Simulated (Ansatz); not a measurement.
Input for Ansatz (a quantum-chemistry and plane-wave program): R-PBE/def2-TZVPPD on CH5NO (a complex), monomers drawn apart or pushed together. Files ending in .json are basis or fitting sets from the Basis Set Exchange.

Ansatz 0.2 input:
```yaml
crystal:
  periodic: [false, false, false]
  atoms:
    - {symbol: H, position_ang: [-0.31464169, -0.21504588, 0.47386967]}
    - {symbol: H, position_ang: [0.00558872, -0.00639791, -0.16753557]}
    - {symbol: N, position_ang: [1.08434162, 0.80272842, 5.38533882]}
    - {symbol: C, position_ang: [0.00969034, 0.08977184, 5.80160045]}
    - {symbol: O, position_ang: [-0.78172491, -0.46293642, 5.07130713]}
    - {symbol: H, position_ang: [1.26435688, 0.89897233, 4.39903505]}
    - {symbol: H, position_ang: [1.70530519, 1.23958370, 6.04291691]}
    - {symbol: H, position_ang: [-0.07648276, 0.06091216, 6.90314911]}
basis:
  gaussian:
    orbitals: def2-TZVPPD.json
hamiltonian:
  xc: {name: PBE}
scf: {lower_state_search: off}
```

Output:

```
WARN ansatz: RAYON_NUM_THREADS=1 ignored (pool sized by the plan → 1); use --threads N
Functional definition: PBE
these checks for a lower state are left out or cut short: stability, starts, cluster_reference, orbital_swaps, neighbouring_geometries, increment
integrals: 0.06 GiB planned
832 factors; their error is unknown
mean field: 0.65 GiB planned
mean field evaluation 1: about -4642.5591 eV, gradient 7.0e1 eV
mean field evaluation 2: about -4601.2558 eV, gradient 1.5e2 eV
mean field evaluation 4: about -4651.2536 eV, gradient 1.6e1 eV
mean field evaluation 8: about -4651.7313 eV, gradient 4.7e-2 eV
mean field evaluation 16: about -4651.7140 eV, gradient 8.5e-6 eV
mean field -4651.71404512 eV, -170.9473381133 hartree, gradient 2.0e-6 eV, S^2 0.000000; 0 other end points of the search recorded, 0 dependent functions left out
reference -4651.71410020 eV, -170.9473401374 hartree; 13, 13 occupied and 186, 186 virtual orbitals, 832 factors
Total energy: -4651.71410020 eV, -170.9473401374 hartree
Checks for a lower state left out: stability, starts, cluster_reference, orbital_swaps, neighbouring_geometries, increment
```

Self-consistency was reached.

Cost: around 1.1 core-seconds (rough).
